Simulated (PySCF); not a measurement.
Ranking problems on computed properties.

Species are written as SMILES; each is one conformer at its optimised geometry, gas phase, non-relativistic unless stated; the electronic structure was computed with PySCF and density fitting.

Dipoles, sizes and rotational constants follow the conformer. The torsions of the flexible species, by atom-mapped SMILES:
- `[CH2:1]=[C:2]([CH3:3])[C@@H:4]1[CH2:5][SiH2:6][C@H:7]1[S:8][SiH3:9]`: C1–C2–C4–C5 67°, Si6–C7–S8–Si9 -169°
- `[CH2:1]=[CH:2][CH2:3][NH:4][N:5]([CH3:6])[SiH:7]([CH3:8])[CH3:9]`: C1–C2–C3–N4 127°, C2–C3–N4–N5 175°, C3–N4–N5–C6 91°, N4–N5–Si7–C8 -158°
- `[CH3:1][CH2:2][CH2:3][c:4]1[cH:5][cH:6][c:7]([C:8]#[N:9])[s:10]1`: C1–C2–C3–C4 -63°, C2–C3–C4–C5 115°
- `[CH3:1][NH:2][SiH2:3][n:4]1[c:5]([F:6])[cH:7][n:8][c:9]1[CH3:10]`: C1–N2–Si3–N4 175°, N2–Si3–N4–C5 123°
- `[CH3:1][Si:2]([CH3:3])([CH3:4])[n:5]1[n:6][cH:7][c:8]([F:9])[n:10]1`: C1–Si2–N5–N6 120°
- `[SiH3:1][CH2:2][C@@H:3]1[CH2:4][C@@:5]12[CH2:6][C@@H:7]2[S:8][SiH3:9]`: Si1–C2–C3–C4 157°, C6–C7–S8–Si9 -156°
- `[H]/[N:6]=[C:5]/[CH2:4][SiH2:3][C:2]#[CH:1]`: C2–Si3–C4–C5 -100°, Si3–C4–C5–N6 -2°
- `[CH2:1]=[CH:2][N:3]([NH:4][CH3:5])[Si:6]([CH3:7])([CH3:8])[CH3:9]`: C1–C2–N3–N4 -3°, C2–N3–N4–C5 -79°, C2–N3–Si6–C7 178°

The conformers of `CCN1CC[C@H]([SiH3])N1C`, `FC[C@@H]1CC=C[C@@H](CF)O1`, `CCN1[C@@H]([SiH3])CCN1C` and `O[SiH2]/C(=C\O[SiH3])CCF` aren't listed.

(1) Rank by HOMO energy, highest first (PBE0/pcSseg-1 at GFN2-xTB geometries).
A. `CN[SiH2]N1C(F)=CN=C1C`
B. `CCN1[C@@H]([SiH3])CCN1C`
C. `FC[C@@H]1CC=C[C@@H](CF)O1`
D. `C=CCNN(C)[SiH](C)C`
E. `CCCC1=CC=C(C#N)S1`
F. `CCN1CC[C@H]([SiH3])N1C`
G. `C=C(C)[C@@H]1C[SiH2][C@H]1S[SiH3]`
H. `O([SiH3])/C=C(/CCF)[SiH2]O`

(2) Give the two extremes of that set in hartree.

(3) Rank by dipole moment, highest first (PBE0/pcSseg-1 at GFN2-xTB geometries).
A. `CN[SiH2]N1C(F)=CN=C1C`
B. `C[Si](C)(C)n1ncc(F)n1`
C. `[SiH3]C[C@@H]1C[C@@]12C[C@@H]2S[SiH3]`
D. `CCCc1ccc(C#N)s1`
E. `C=CCNN(C)[SiH](C)C`

(4) Rank by HOMO–LUMO gap, lowest first (PBE0/pcSseg-1 at GFN2-xTB geometries).
A. `CCCc1ccc(C#N)s1`
B. `CCN1CC[C@H]([SiH3])N1C`
C. `C=C(C)[C@@H]1C[SiH2][C@H]1S[SiH3]`
D. `C[Si](C)(C)n1ncc(F)n1`
E. `[SiH3]C[C@@H]1C[C@@]12C[C@@H]2S[SiH3]`

(5) By how much do the two ends of that ranking differ?

(6) Rank by smallest rotational constant, lowest first (GFN2-xTB).
A. `C=CCNN(C)[SiH](C)C`
B. `C=CN(NC)[Si](C)(C)C`
C. `[H]/N=[C]/C[SiH2]C#C` [radical]
D. `C[Si](C)(C)n1ncc(F)n1`
E. `[SiH3]C[C@@H]1C[C@@]12C[C@@H]2S[SiH3]`

Answers

(1) F (-5.62 eV), B (-5.84 eV), D (-5.99 eV), A (-6.32 eV), G (-6.60 eV), H (-6.97 eV), E (-7.16 eV), C (-7.43 eV).

(2) `FC[C@@H]1CC=C[C@@H](CF)O1`: -0.273 Eh; `CCN1CC[C@H]([SiH3])N1C`: -0.207 Eh.

(3) D (5.56 D), A (4.19 D), B (2.35 D), C (1.61 D), E (0.65 D).

(4) A (5.48 eV), C (6.34 eV), B (6.49 eV), E (7.01 eV), D (7.34 eV).

(5) By 1.86 eV, between `C[Si](C)(C)n1ncc(F)n1` and `CCCc1ccc(C#N)s1`.

(6) E (0.525 GHz), A (0.576 GHz), D (0.643 GHz), B (0.837 GHz), C (1.436 GHz).
